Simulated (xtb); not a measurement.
H3Al, triplet, geometry from GFN2-xTB (such geometries of metal compounds can be far from the true shape) (a higher spin typed on purpose: for a closed-shell molecule this is an excited state). Base run: xtb with GFN0-xTB.

Geometry (Å):
```xyz
4

Al    -0.0085     0.1160     0.0941
H      0.5924    -1.4418     0.6133
H     -0.4121     1.2278    -0.9829
H     -0.0695    -1.2942    -0.8531
```
Charge 0, spin multiplicity 3.
All else is at xtb's defaults.
Base energy -2.92547 Eh.

The base run was repeated with changes; each row names its change, and settings that it needs were set with it.

```tsv
change	ΔE vs base (kcal/mol)
base	0.000
acc = 0.1	0.000
file = coord	0.000
acc = 0.0001	0.000
acc = 1000	0.000
etemp = 1000	0.000
```
